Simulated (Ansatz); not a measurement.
`CN[AsH]C` → `CC[AsH]N`  (isomerisation)

Computed with Ansatz on PBE0-D4/def2-TZVP structures; ΔE is electronic, products minus reactants. CCSD(T)/CBS is the MP2 limit (def2-TZVPP, def2-QZVPP) plus CCSD(T) − MP2 in def2-TZVPP, frozen cores. DFT in def2-TZVPP. For As outer-core shells are correlated without core-valence functions, which leaves a few kJ/mol of doubt a bond. Scalar relativity is left out up to krypton. One conformer a species, not always the lowest.

(1) Is it downhill or uphill in electronic energy at CCSD(T)/CBS, and by how much? (Best estimate.)

(2) What do these levels give: r2SCAN-D4, ωB97X-V, ωB97M-V, PBE0, HF/def2-QZVPP, CCSD/CBS(def2)? (Best estimate.)

Largest T1 diagnostic among the species: 0.010.

## Answers

(1) Computed: Downhill: ΔE = -0.36 eV.

(2) Computed: r2SCAN-D4 -0.33, ωB97X-V -0.32, ωB97M-V -0.34, PBE0 -0.33, HF/def2-QZVPP -0.30, CCSD/CBS(def2) -0.36 eV.

In def2-TZVPP, CCSD(T) changes the Hartree–Fock value by −0.04 eV (the triples alone add −0.00 eV) and MP2 by −0.06 eV.
